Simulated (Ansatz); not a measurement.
Input file for Ansatz (an electronic-structure program): R-wB97M-V/def2-TZVPP on BF2GeH3 (SMILES F[B](F)[GeH3]), a point of a torsion scan.

Ansatz 0.2 input:
```yaml
crystal:
  periodic: [false, false, false]
  atoms:
    - {symbol: F, position_ang: [1.85866535, -1.22562785, 0.02308282]}
    - {symbol: B, position_ang: [1.19957299, -0.08966684, 0.00117766]}
    - {symbol: F, position_ang: [1.97772055, 0.96850339, -0.02687835]}
    - {symbol: Ge, position_ang: [-0.81416700, 0.03076256, 0.00971100]}
    - {symbol: H, position_ang: [-1.50341811, -1.28738804, 0.04326875]}
    - {symbol: H, position_ang: [-1.35499658, 0.79409028, 1.16895806]}
    - {symbol: H, position_ang: [-1.36800016, 0.74136902, -1.17658865]}
basis:
  gaussian:
    orbitals: def2-TZVPP
hamiltonian:
  xc: {name: wB97M-V}
scf: {lower_state_search: off}
```

Program output:

```
WARN ansatz: RAYON_NUM_THREADS=1 ignored (pool sized by the plan → 1); use --threads N
Functional definition: wB97M-V
these checks for a lower state are left out or cut short: stability, starts, cluster_reference, orbital_swaps, neighbouring_geometries, increment
integrals: 0.12 GiB planned
1044 factors; their error is unknown
integrals: 0.16 GiB planned
224 factors; integrals over basis functions are off by at most 5.4e-6 eV
mean field: 1.06 GiB planned
mean field evaluation 1: about -62675.1769 eV, gradient 4.1e1 eV
mean field evaluation 2: about -62675.1002 eV, gradient 4.6e1 eV
mean field evaluation 4: about -62677.5053 eV, gradient 4.9e-1 eV
mean field evaluation 8: about -62677.6785 eV, gradient 1.4e-1 eV
mean field evaluation 16: about -62677.6785 eV, gradient 5.1e-6 eV
mean field -62677.67847238 eV, -2303.3621994038 hartree, gradient 5.1e-6 eV, S^2 0.000000; 0 other end points of the search recorded, 0 dependent functions left out
reference -62677.67852039 eV, -2303.3622011680 hartree; 29, 29 occupied and 154, 154 virtual orbitals, 1044 factors
Total energy: -62677.67852039 eV, -2303.3622011680 hartree
Checks for a lower state left out: stability, starts, cluster_reference, orbital_swaps, neighbouring_geometries, increment
```

The run converged.

Cost: very roughly 7 core-seconds.
